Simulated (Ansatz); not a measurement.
```yaml
crystal:
  periodic: [false, false, false]
  atoms:
    - {symbol: Zn, position_ang: [0.004040, 0.001977, 0.467600]}
    - {symbol: C, position_ang: [-0.003381, -0.030601, 4.159137]}
    - {symbol: H, position_ang: [-1.926366, -0.401841, 4.911571]}
    - {symbol: H, position_ang: [0.639914, 1.807727, 4.939124]}
    - {symbol: H, position_ang: [1.270321, -1.519570, 4.909098]}
    - {symbol: Si, position_ang: [0.004809, 0.031483, -4.027235]}
    - {symbol: H, position_ang: [2.543499, 0.751830, -5.118865]}
    - {symbol: H, position_ang: [-1.885555, 1.878995, -5.108382]}
    - {symbol: H, position_ang: [-0.647262, -2.520000, -5.132048]}
basis:
  gaussian: {orbitals: def2-mTZVP, final_grid: {core_spheres: 20, valence_spheres: 16, degree: 47}}
hamiltonian: {xc: {name: wPBEh}}
output: {forces: true}
```

```sh
$ ansatz run in.yaml --threads 4 --pin off --events-out ev --progress --plain --max-ram 3916MiB
```

Output, abridged:

```
Functional definition: wPBEh
939 factors; integrals over basis functions are off by at most 3.2e-4 eV
121 factors; integrals over basis functions are off by at most 1.9e-6 eV
mean field evaluation 1: about -57378.9409 eV, gradient 4.6e1 eV
mean field evaluation 2: about -57143.1211 eV, gradient 1.6e2 eV
mean field evaluation 4: about -57229.7026 eV, gradient 8.1e1 eV
mean field evaluation 8: about -57395.4263 eV, gradient 1.4e0 eV
mean field evaluation 16: about -57395.1672 eV, gradient 2.9e0 eV
mean field evaluation 32: about -57395.2155 eV, gradient 1.5e-2 eV
mean field -57395.49119985 eV, -2109.2453975331 hartree, gradient 1.7e-5 eV, S^2 0.000000; 3 other end points of the search recorded, 0 dependent functions left out
reference -57395.49127162 eV, -2109.2454001706 hartree; 28, 28 occupied and 64, 64 virtual orbitals, 939 factors
Total energy: -57395.49127162 eV, -2109.2454001706 hartree
Atom 0 at     0.004040     0.001977     0.467600 Å, force    -0.000752    -0.002179     0.197168 eV/Å
Atom 1 at    -0.003381    -0.030601     4.159137 Å, force    -0.007156    -0.025297     2.597584 eV/Å
Atom 2 at    -1.926366    -0.401841     4.911571 Å, force     2.615589     0.504740    -0.995465 eV/Å
Atom 3 at     0.639914     1.807727     4.939124 Å, force    -0.875079    -2.500849    -1.033060 eV/Å
Atom 4 at     1.270321    -1.519570     4.909098 Å, force    -1.732531     2.025103    -0.992128 eV/Å
Atom 5 at     0.004809     0.031483    -4.027235 Å, force    -0.002373     0.008288    -1.747235 eV/Å
Atom 6 at     2.543499     0.751830    -5.118865 Å, force    -1.460472    -0.414527     0.657240 eV/Å
Atom 7 at    -1.885555     1.878995    -5.108382 Å, force     1.087587    -1.062968     0.651169 eV/Å
Atom 8 at    -0.647262    -2.520000    -5.132048 Å, force     0.375187     1.467688     0.664728 eV/Å
Dipole moment:     0.001510    -0.000074     0.300031 e Å
```

(1) Something in this input is off. What?

Answers

(1) The coordinates are in bohr but typed as ångström. Self-consistency was reached. The result belongs to that input, not to the species as meant.
